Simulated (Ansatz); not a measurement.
`C[S][GeH2][CH3]` + H₂ → `[CH3][GeH3]` + CH₃SH at 298.15 K and 1 bar (hydrogenolysis of a Ge–S bond).

Computed with Ansatz on PBE0-D4/def2-TZVP structures; ΔE is electronic, products minus reactants. CBS: MP2 limit from def2 TZ/QZ plus the TZ coupled-cluster correction, frozen cores. This one scheme is used for every species. For Ge outer-core shells are correlated without core-valence functions, which leaves a few kJ/mol of doubt a bond. Scalar relativity is left out up to krypton. Each species was taken in one conformer, which may not be the lowest.

| species | CCSD(T)/CBS energy (Eh) | H − E (kJ/mol) | S (J/(mol·K)) |
| --- | --- | --- | --- |
| `C[S][GeH2][CH3]` | -2554.83183 | 262.6 | 364.3 |
| H₂ | -1.17544 | 35.1 | 130.4 |
| `[CH3][GeH3]` | -2117.76728 | 170.1 | 269.4 |
| CH₃SH | -438.22835 | 133.0 | 253.2 |

H − E and S are ideal-gas, rigid-rotor, harmonic terms from PBE0-D4/def2-TZVP, for one conformer and one mirror image of each species. The MP2-based limit puts H₂ 0.8 mEh under its directly extrapolated value; such offsets cancel only in part. 1 Eh = 2625.50 kJ/mol, R = 8.31446 J/(mol·K).

Q: By hand: ΔE, ΔH, ΔS and ΔG.

A: ΔE = (-2117.76728) + (-438.22835) − (-2554.83183) − (-1.17544) = 0.01164 Eh = 30.6 kJ/mol. Δ(H − E) = 170.1 + 133.0 − 262.6 − 35.1 = 5.4, so ΔH = 36.0 kJ/mol. ΔS = 269.4 + 253.2 − 364.3 − 130.4 = 27.9 J/(mol·K). ΔG = 36.0 − 298.15 × (27.9)/1000 = 27.7 kJ/mol.

Q: By hand: the equilibrium constant, and the temperature at which ΔG would vanish if ΔH and ΔS stayed fixed.

A: log₁₀ K = −ΔG/(RT ln 10) = -4.9. ΔG = 0 at ΔH/ΔS = 1290 K.

ΔH outweighs TΔS. A doubt of 5 kJ/mol in ΔE shifts log₁₀ K by 0.9 here. Other conformers and mirror images would add mixing entropy, several J/(mol·K) or more a flexible species. Modes under 60 cm⁻¹, often nearly free rotors, make the harmonic entropy too high. These are equilibria of isolated gas molecules and say nothing of rates. Largest T1 diagnostic: 0.010 (customary marks: 0.02 for closed shells, 0.045 for open ones).
